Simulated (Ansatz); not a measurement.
Si(Cl)(Br)(NH2)2 (BrClH4N2Si), SMILES N[Si](N)(Cl)Br.

Geometry optimised at PBE0-D3(BJ)/def2-SVP. This is a generated structure with no PubChem entry under its InChIKey; it may be hypothetical. One conformer was computed; it need not be the lowest.

Two levels are set side by side: PBE/def2-SVPD (Ansatz, a first-principles code) and PBE0/def2-SVPD (Ansatz). Energy differences of separate SCF runs at the same geometry; the states with an electron removed or added have multiplicity 2 and 2. Differences are taken from unrounded values.

```tsv
quantity	PBE
vertical ionisation energy (eV)	9.31
vertical singlet–triplet gap (eV)	5.71
```

Problem. These are the PBE values. What does PBE0 give? (An estimate is asked for; the answer gives what the named calculation found.)

Solution. 
```
quantity                           PBE0  PBE minus PBE0
---------------------------------  ----  --------------
vertical ionisation energy (eV)    9.86           -0.56
vertical singlet–triplet gap (eV)  6.46           -0.75
```
